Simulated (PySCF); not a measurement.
Gas-phase reaction: InH + 2 C₄H₈ (cis-2-butene) = In(CH₃)₃ + C₅H₈ (cyclic)

Energies from PySCF, thermal terms from the rigid-rotor harmonic-oscillator model, ideal gas at 1 bar. S°(298 K) at PBE0/def2-TZVP differs from the NASA 1993 table for C₄H₈ (cis-2-butene) (-6 J/mol/K); whether the harmonic model or the table's entry is off was not settled. † marks an energy on the PBE0/def2-TZVP geometry and frequencies; other levels use their own. MP2 and CCSD(T) freeze the core. All species are closed-shell singlets. B3LYP is the form with VWN-RPA correlation. In: scalar-relativistic def2 core potential, no spin-orbit coupling. Methyl groups turn as free rotors in In(CH₃)₃. InH: computed as isolated molecules; such fragments, hydroxides, amides, oligomers or adducts are transient or little studied in the gas. MP2 isn't extrapolated to the basis-set limit; its ΔH°(298 K) is -83.2 kJ in def2-SVP and -112.6 kJ in def2-TZVPP. CCSD(T) isn't extrapolated to the basis-set limit. The harmonic model lacks anharmonicity and excited electronic states, which grow with temperature; levels with a mode under 35 cm⁻¹ are left out. Internal rotation in C₄H₈ (cis-2-butene) is treated as a harmonic vibration of one conformer, which makes the entropy rough. Soft modes under 120 cm⁻¹ make the harmonic entropy rough for In(CH₃)₃.

```json
[
 {"level": "B3LYP/def2-TZVP†", "ΔE electronic, kJ": "-31", "ΔH°(298 K), kJ": "-29", "ΔS°(298 K), J/K": "-138", "ΔG°(1000 K), kJ": "109"},
 {"level": "BLYP/def2-TZVP†", "ΔE electronic, kJ": "-13", "ΔH°(298 K), kJ": "-11", "ΔS°(298 K), J/K": "-138", "ΔG°(1000 K), kJ": "128"},
 {"level": "CCSD(T)/def2-SVP†", "ΔE electronic, kJ": "-50", "ΔH°(298 K), kJ": "-48", "ΔS°(298 K), J/K": "-138", "ΔG°(1000 K), kJ": "90"},
 {"level": "MP2/def2-SVP†", "ΔE electronic, kJ": "-85", "ΔH°(298 K), kJ": "-83", "ΔS°(298 K), J/K": "-138", "ΔG°(1000 K), kJ": "55"},
 {"level": "PBE/def2-SVP", "ΔE electronic, kJ": "-48", "ΔH°(298 K), kJ": "-45", "ΔS°(298 K), J/K": "-135", "ΔG°(1000 K), kJ": "89"},
 {"level": "PBE0/def2-SVP†", "ΔE electronic, kJ": "-64", "ΔH°(298 K), kJ": "-61", "ΔS°(298 K), J/K": "-138", "ΔG°(1000 K), kJ": "77"},
 {"level": "LDA/def2-TZVP†", "ΔE electronic, kJ": "-112", "ΔH°(298 K), kJ": "-110", "ΔS°(298 K), J/K": "-138", "ΔG°(1000 K), kJ": "29"}
]
```
ΔH° is lowest at LDA/def2-TZVP† and highest at BLYP/def2-TZVP†. No reference value is set beside these.
